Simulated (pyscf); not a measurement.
## Hydrogen shift: •H₂C–C(=CH₂)–F (SMILES [CH2]C(=C)F) -> •HC=C(CH₃)–F (SMILES [CH]=C(C)F)

Gas phase, doublet surface, charge 0. Bonds broken: C1–H4. Bonds formed: C3–H4. PySCF, gas phase, ωB97X-D3(BJ)/def2-SVP geometries.

Transition state (Å):

```xyz
8

C      0.2497     0.2804    -0.6564
C      0.0883     0.2538     0.6580
C     -1.0259    -0.7191     0.8331
H     -0.8115    -0.6514    -0.5478
H      0.8713     0.7652    -1.4139
H     -0.7867    -1.7148     1.2330
H     -2.0160    -0.3291     1.1093
F      0.7143     0.8955     1.6376
```

One imaginary mode, 2282i cm⁻¹; descent along it reached the two sides named.

```
bond   change  reactant side (Å)  saddle  product side
-----  ------  -----------------  ------  ------------
C1–H4  breaks              1.091   1.416           2.7
C3–H4   forms                2.8   1.399         1.098
```

Electronic energies relative to the reactant's lowest minimum found (kJ/mol):

| level | barrier | reaction energy | reverse barrier |
|---|---|---|---|
| ωB97X-D3(BJ)/def2-TZVP | 286.5 | +109.1 | 177.3 |
| PBE/def2-TZVP | 260.1 | +108.5 | 151.6 |
| r²SCAN/def2-TZVP | 282.5 | +111.2 | 171.3 |
| B3LYP-D3(BJ)/def2-TZVP | 287.4 | +112.5 | 174.9 |
| PBE0-D3(BJ)/def2-TZVP | 276.6 | +109.5 | 167.1 |
| M06-2X/def2-TZVP | 282.2 | +98.5 | 183.6 |
| ωB97M-D3(BJ)/def2-TZVP | 285.4 | +108.4 | 176.9 |
| HF/def2-TZVP | 344.7 | +109.5 | 235.1 |

With ωB97M-D3(BJ)/def2-TZVP energies and thermal terms (ideal gas, 1 atm, RRHO with modes under 100 cm⁻¹ raised to 100, one conformer, R ln 2 for chiral ones without a mode under 150 cm⁻¹), in kJ/mol:

```tsv
T (K)	ΔH‡	ΔG‡	ΔH	ΔG
298	272.5	271.2	+111.0	+107.1
600	270.9	270.6	+110.4	+103.3
900	269.3	270.8	+109.7	+100.0
1200	267.9	271.5	+109.3	+96.8
```

This is the saddle that the search found; another between the same sides may lie lower.
